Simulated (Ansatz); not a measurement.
TiBr3, 4 atoms. Hardware: 4 threads of Arm Neoverse V1 on a shared host.

Correlated methods freeze 32 core orbitals; core or outer-core shells of Ti, Br are correlated, in sets that lack core-valence functions.

(1) How many basis functions does each of these Ansatz runs have, and roughly what does it cost? CCSD(T)/def2-SVP, charge 1 singlet at the geometry of the charge 0 doublet, energy, from earlier orbitals; HF/STO-3G, charge 0 doublet, energy; r2SCAN0-D4/def2-TZVP, charge 0 doublet, energy, from earlier orbitals; RPA@PBE/def2-TZVP, charge 0 doublet, energy, from earlier orbitals; PBE0-D4/def2-TZVP, charge 0 doublet, energy, from earlier orbitals; B3LYP-D4/def2-TZVP, charge 0 doublet, energy, from earlier orbitals; PBE-QIDH/def2-TZVP, charge 0 doublet, energy, from earlier orbitals; PBE0-D4/def2-TZVP, charge 1 singlet at the geometry of the charge 0 doublet, energy; MP2/def2-TZVP, charge 0 doublet, energy, from earlier orbitals; PBE-D4/def2-SVP, charge 0 doublet, frequencies; PBE0-D4/def2-SVP, charge 0 doublet, energy, from earlier orbitals; CCSD(T)/def2-SVP, charge 0 doublet, energy, from earlier orbitals.

Answers

(1) Other jobs shared the machine, so times can vary by a factor of up to 3. A dash marks memory too small to be measured apart from the calling script's.

| run | functions | fitting or Cholesky vectors | wall time | peak host memory (GiB) |
| --- | --- | --- | --- | --- |
| HF/STO-3G, charge 0 doublet, energy | 72 | 781 | 0.85 s | – |
| PBE0-D4/def2-TZVP, charge 1 singlet at the geometry of the charge 0 doublet, energy | 189 | 1374 | 4.2 s | 0.59 |
| PBE0-D4/def2-SVP, charge 0 doublet, energy, from earlier orbitals | 127 | 1259 | 6.5 s | 0.62 |
| RPA@PBE/def2-TZVP, charge 0 doublet, energy, from earlier orbitals | 189 | 1374 | 8 s | 0.61 |
| MP2/def2-TZVP, charge 0 doublet, energy, from earlier orbitals | 189 | 1374 | 9.5 s | 0.88 |
| B3LYP-D4/def2-TZVP, charge 0 doublet, energy, from earlier orbitals | 189 | 1374 | 12 s | 0.9 |
| PBE0-D4/def2-TZVP, charge 0 doublet, energy, from earlier orbitals | 189 | 1374 | 13 s | 0.89 |
| r2SCAN0-D4/def2-TZVP, charge 0 doublet, energy, from earlier orbitals | 189 | 1374 | 20 s | 0.98 |
| CCSD(T)/def2-SVP, charge 1 singlet at the geometry of the charge 0 doublet, energy, from earlier orbitals | 127 | 1259 | 22 s | 0.68 |
| PBE-QIDH/def2-TZVP, charge 0 doublet, energy, from earlier orbitals | 189 | 1374 | 24 s | 1 |
| PBE-D4/def2-SVP, charge 0 doublet, frequencies | 127 | 1415 | 41 s | – |
| CCSD(T)/def2-SVP, charge 0 doublet, energy, from earlier orbitals | 127 | 1259 | 76 s | 1.8 |
